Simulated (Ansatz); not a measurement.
A structure relaxed at PBE0-D4/def2-TZVP, charge 0, multiplicity 1:

```csv
atom,x (Å),y (Å),z (Å)
N1,2.513,0.251,-1.568
Si2,1.247,-0.700,-0.951
O3,0.169,0.180,-0.060
C4,-0.960,-0.445,0.529
Si5,-1.966,0.863,1.446
H6,3.254,0.577,-0.970
H7,2.360,0.879,-2.339
H8,0.514,-1.311,-2.092
H9,1.830,-1.748,-0.070
H10,-1.590,-0.928,-0.232
H11,-0.655,-1.236,1.230
H12,-1.138,1.489,2.510
H13,-3.154,0.216,2.069
H14,-2.423,1.911,0.498
```

Question: Give its formula and SMILES.

Answer: CH9NOSi2, `N[SiH2]OC[SiH3]`.

Question: Point group (tolerance 0.08 Å, 0.16 Å for H)?

Answer: Cs.

Question: Summarise the bond lengths by kind.

Answer: 1 × N–Si 1.699 Å; 2 × H–N 1.007 Å; 1 × O–Si 1.653 Å; 5 × H–Si 1.486 to 1.489 Å; 1 × C–O 1.419 Å; 1 × C–Si 1.888 Å; 2 × C–H 1.100 Å.

Results of the Gaussian-basis code of Ansatz.
